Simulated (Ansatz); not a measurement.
Coupled-cluster diagnostics for the cluster Ag2Se⁺, Ansatz.

Geometry of the doublet (PBE-D4/def2-TZVP):

```xyz
3

Ag    1.263   -1.195   -0.599
Ag   -0.251    1.720    0.598
Se   -1.012   -0.525    0.000
```

In the def2 sets Ag takes a core potential; there is no spin–orbit coupling. Correlated methods freeze 9 core orbitals; core or outer-core shells of Ag, Se are correlated, in sets that lack core-valence functions. The structure comes from a short search, and lower isomers may exist.

Geometry of the charge 1 quartet (PBE-D4/def2-TZVP):

Cartesian coordinates in Å:
```
Ag 1.009 -0.441 -1.089
Ag -0.113 -0.906 1.251
Se -0.896 1.346 -0.162
```

Task: Estimate the CCSD(T) correlation energy, the shares of MP2 and (T), T1 and the reference's ⟨S²⟩ for: charge 1, doublet, own geometry in def2-TZVP; charge 1, quartet, own geometry in def2-TZVP; and the rough time on 4 threads of Arm Neoverse V2 on a shared host.

Result: 
| state | basis | correlation (eV) | MP2 share (%) | (T) share (%) | T1 | ⟨S²⟩ (pure) | wall time |
| --- | --- | --- | --- | --- | --- | --- | --- |
| charge 1, doublet, own geometry | def2-TZVP | -31.186 | 101.6 | 2.4 | 0.016 | 0.76 (0.75) | 24 s |
| charge 1, quartet, own geometry | def2-TZVP | -30.771 | 101.2 | 2.4 | 0.019 | 3.77 (3.75) | 24 s |
Customary marks for T1 are 0.02 (closed shells), 0.045 (open shells) and about 0.05 (3d metals). T1 stays under 0.02 throughout.
